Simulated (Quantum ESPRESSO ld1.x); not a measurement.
Problem. The mean radii <r> (bohr) of the occupied orbitals of an atom or ion are listed with their occupations. Method: Dirac Kohn-Sham, LDA (Slater exchange, Perdew-Zunger correlation), spin-unpolarised, spherical densities, point nucleus; computed with ld1.x of Quantum ESPRESSO 7.5.

| orbital | occ. | <r> |
|---|---|---|
| 1s1/2 | 2 | 0.03266 |
| 2s1/2 | 2 | 0.1403 |
| 2p1/2 | 2 | 0.1191 |
| 2p3/2 | 4 | 0.1238 |
| 3s1/2 | 2 | 0.3507 |
| 3p1/2 | 1.66667 | 0.3363 |
| 3p3/2 | 3.33333 | 0.3438 |

Name the element and its charge. Open shells, if any, are shared by 2j + 1.

Solution. Z = 45, rhodium, charge +28: Rh28+ in [Ne] 3s2 3p5. The 1s radius gives Z: for a bare nucleus <r> = (2 gamma + 1)/(2Z) with gamma = sqrt(1 - (Z/c)^2), 0.0321 bohr for Z = 45, and screening makes it slightly larger (0.03266 here). The occupations add up to 17, and the charge is Z minus that.
